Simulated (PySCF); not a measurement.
BEt2(OH): computed shieldings and shifts

BEt2(OH), C4H11BO, point group C1.

Geometry:
```json
{"atom": "B1", "x (Å)": "-0.370", "y (Å)": "-0.951", "z (Å)": "0.175"}
{"atom": "C2", "x (Å)": "1.172", "y (Å)": "-0.831", "z (Å)": "-0.146"}
{"atom": "C3", "x (Å)": "1.910", "y (Å)": "0.187", "z (Å)": "0.726"}
{"atom": "H4", "x (Å)": "1.269", "y (Å)": "-0.534", "z (Å)": "-1.208"}
{"atom": "H5", "x (Å)": "1.645", "y (Å)": "-1.823", "z (Å)": "-0.063"}
{"atom": "H6", "x (Å)": "2.975", "y (Å)": "0.268", "z (Å)": "0.455"}
{"atom": "H7", "x (Å)": "1.476", "y (Å)": "1.196", "z (Å)": "0.639"}
{"atom": "H8", "x (Å)": "1.868", "y (Å)": "-0.090", "z (Å)": "1.791"}
{"atom": "C9", "x (Å)": "-1.340", "y (Å)": "0.305", "z (Å)": "0.168"}
{"atom": "C10", "x (Å)": "-1.156", "y (Å)": "1.264", "z (Å)": "-1.007"}
{"atom": "H11", "x (Å)": "-1.147", "y (Å)": "0.849", "z (Å)": "1.113"}
{"atom": "H12", "x (Å)": "-2.398", "y (Å)": "-0.013", "z (Å)": "0.233"}
{"atom": "H13", "x (Å)": "-1.813", "y (Å)": "2.145", "z (Å)": "-0.931"}
{"atom": "H14", "x (Å)": "-0.121", "y (Å)": "1.635", "z (Å)": "-1.067"}
{"atom": "H15", "x (Å)": "-1.378", "y (Å)": "0.774", "z (Å)": "-1.968"}
{"atom": "O16", "x (Å)": "-0.837", "y (Å)": "-2.189", "z (Å)": "0.492"}
{"atom": "H17", "x (Å)": "-1.786", "y (Å)": "-2.192", "z (Å)": "0.658"}
```

GIAO calculations in PySCF 2.14 on the PBE0-D3(BJ)/def2-SVP structure: isolated species, non-relativistic, equivalent atoms averaged; basis pcSseg-1.

Q: Give the isotropic shieldings (ppm) with KT2, PBE0.

A: 
```json
{"atoms": "O16", "environment": "oxygen bonded to B, H", "KT2": "135.1", "PBE0": "142.6"}
{"atoms": "C2/C9", "environment": "carbon bonded to C, B, 2 H", "KT2": "166.4", "PBE0": "168.5"}
{"atoms": "C3/C10", "environment": "carbon bonded to C, 3 H", "KT2": "171.8", "PBE0": "173.9"}
{"atoms": "B1", "environment": "boron bonded to 2 C, O", "KT2": "49.2", "PBE0": "45.8"}
{"atoms": "H17", "environment": "hydrogen on an oxygen bonded to B", "KT2": "26.31", "PBE0": "26.42"}
{"atoms": "H6/H7/H8/H13/H14/H15", "environment": "hydrogen on a carbon bonded to C", "KT2": "30.16", "PBE0": "30.27"}
{"atoms": "H4/H5/H11/H12", "environment": "hydrogen on a carbon bonded to C, B", "KT2": "30.44", "PBE0": "30.59"}
{"atoms": "HOMO–LUMO gap (eV)", "environment": "–", "KT2": "6.03", "PBE0": "8.39"}
```

Q: And the chemical shifts, against references computed in the same way?

A: 
```json
{"atoms": "O16", "nucleus, reference": "17O, H2O", "KT2": "195.6", "PBE0": "192.0"}
{"atoms": "C2/C9", "nucleus, reference": "13C, TMS", "KT2": "16.9", "PBE0": "15.9"}
{"atoms": "C3/C10", "nucleus, reference": "13C, TMS", "KT2": "11.4", "PBE0": "10.5"}
{"atoms": "B1", "nucleus, reference": "11B, BF3·OEt2", "KT2": "50.7", "PBE0": "54.9"}
{"atoms": "H17", "nucleus, reference": "1H, TMS", "KT2": "4.87", "PBE0": "4.85"}
{"atoms": "H6/H7/H8/H13/H14/H15", "nucleus, reference": "1H, TMS", "KT2": "1.02", "PBE0": "0.99"}
{"atoms": "H4/H5/H11/H12", "nucleus, reference": "1H, TMS", "KT2": "0.74", "PBE0": "0.68"}
```

Q: Which part of the shielding of O16 depends on the functional?

A: Diamagnetic: KT2 385, PBE0 384 ppm; paramagnetic: KT2 -250, PBE0 -242 ppm. The diamagnetic part, set mainly by inner electrons, hardly moves; the paramagnetic part goes with low-lying magnetically allowed excitations and carries the spread.

Q: What couplings does B3LYP/pcJ-1 (spin–dipole term only in couplings to heteroatoms) give?

A: 1J(C3,H6) = 132.4, 1J(C2,H4) = 121.1, 1J(O16,H17) = -75.3, 1J(B1,C2) = 58.4, 1J(C2,C3) = 33.9, 2J(H4,H5) = -16.0, 2J(H6,H7) = -14.1, 2J(C2,C9) = 8.4, 2J(B1,H4) = -6.2, 2J(B1,H17) = -5.2, 2J(C2,O16) = -5.1, 2J(C3,H4) = -4.8, 2J(C2,H6) = -2.7, 3J(H4,H6) = 9.1 Hz (averaged over equivalent pairs; isotopes 13C, 1H, 17O, 11B).

Experimental scales use liquid or dissolved standards, which lie at an offset from isolated H2O (liquid H2O: subtract about 36 ppm).
